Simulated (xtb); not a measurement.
Harmonic IR lines of one isomer of C$_{4}$H$_{7}$ClSi, unscaled. Computed with GFN2-xTB in xtb.

```
wavenumber (cm⁻¹)  relative intensity
-----------------  ------------------
535                                15
542                                18
684                                11
777                                60
783                                26
795                                38
806                                92
819                                21
949                               9.4
998                               4.7
1262                              7.9
1287                              7.0
1606                               38
2242                              100
2249                               48
2273                               74
3061                               10
3139                              9.3
```

Q: Which structure gives these lines?
(A) `C=C/C(Cl)=C\[SiH3]`
(B) `C=C/C([SiH3])=C\Cl`
(C) `C=C(Cl)/C=C\[SiH3]`
(D) `C=C/C=C(/[SiH3])Cl`

A: A, `C=C/C(Cl)=C\[SiH3]`
